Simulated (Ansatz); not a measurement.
The same ligand exchange along the group B, Al, In.

Program: Ansatz. Geometries: PBE0-D4/def2-TZVP. ΔE: electronic, gas phase. CCSD(T)/CBS is the MP2 limit (def2-TZVPP, def2-QZVPP) plus CCSD(T) − MP2 in def2-TZVPP, frozen cores. This one scheme is used for every species. def2 core potentials past Kr. For In outer-core shells are correlated without core-valence functions, which leaves a few kJ/mol of doubt a bond. One conformer a species, not always the lowest.

(1) Order these by ΔE at CCSD(T)/CBS, lowest first. (An estimate is asked.)
A. `C[O][In]([F])[Cl]` + HCl → `[F][In]([Cl])[Cl]` + CH₃OH
B. `COB(F)Cl` + HCl → `FB(Cl)Cl` + CH₃OH
C. `C[O][Al]([F])[Cl]` + HCl → `[F][Al]([Cl])[Cl]` + CH₃OH

Largest T1 diagnostic: 0.016, for `C[O][In]([F])[Cl]`.

Answers

(1) A (-85.7 kJ/mol), C (-23.2 kJ/mol), B (+63.0 kJ/mol).
